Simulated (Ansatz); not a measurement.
Two isomers of C4H7I: A = `CC1(I)CC1`, B = `IC1CCC1`.

Computed with Ansatz on PBE0-D4/def2-TZVP structures; ΔE is electronic, products minus reactants. CCSD(T)/CBS is the MP2 limit (def2-TZVPP, def2-QZVPP) plus CCSD(T) − MP2 in def2-TZVPP, frozen cores. Functionals use def2-TZVPP. B3LYP here is the variant with VWN-RPA as its local correlation; programs differ in this. def2 core potentials past Kr. For I outer-core shells are correlated without core-valence functions, which leaves a few kJ/mol of doubt a bond.

(1) Which is lower in electronic energy at CCSD(T)/CBS, and by how much? (Best estimate.)

(2) Give E(B) − E(A) in kJ/mol with PBE0-D4, MP2/def2-TZVPP, HF/def2-TZVPP, PBE-D4, ωB97M-V, CCSD/def2-TZVPP, B3LYP. (An estimate is asked.)

Largest T1 diagnostic: 0.009.

Results:

(1) The calculation gave: B, by 7.5 kJ/mol.

(2) The calculation gave: PBE0-D4 -5.3, MP2/def2-TZVPP -1.7, HF/def2-TZVPP -6.7, PBE-D4 -3.6, ωB97M-V -5.5, CCSD/def2-TZVPP -7.7, B3LYP -2.7. None reverses the order clearly.
